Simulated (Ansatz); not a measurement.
## Worked example: C2H9FSi2 + C3H8MgO → C2H10OSi2 + C3H7FMg

Species: C2H9FSi2 `C[SiH2]C[SiH2]F`, singlet; C3H8MgO `C[CH](C)[Mg][OH]`, singlet; C2H10OSi2 `C[SiH2]C[SiH2]O`, singlet; C3H7FMg `C[CH](C)[Mg][F]`, singlet. The partners trade F for OH: Si–F and Mg–OH bonds give way to Si–OH and Mg–F.

Shapes, held fixed at every level: PBE0-D4/def2-TZVP. Flexible molecules stand in one conformer, not always the lowest. Programs: Ansatz 0.2.0. Electronic energies: no zero-point or thermal term.

At CCSD(T)/def2-TZVPP; 1 Eh = 2625.50 kJ/mol:

| species | energy (Eh) |
| --- | --- |
| C2H9FSi2 | -759.417654 |
| C3H8MgO | -393.893461 |
| C2H10OSi2 | -735.392571 |
| C3H7FMg | -417.923966 |

Task: Work out ΔE of the reaction at this level.

Result: 
1. Products less reactants: (-735.392571) + (-417.923966) − [(-759.417654) + (-393.893461)] = -0.005422 Eh = -14.2 kJ/mol.

Other levels give -20.1 (PBE-D4/def2-TZVPP) to -14.4 kJ/mol (B2PLYP/def2-TZVPP). No measured value is set beside it here. Correlated rows may include outer-core shells of Mg, which these sets cover unevenly.
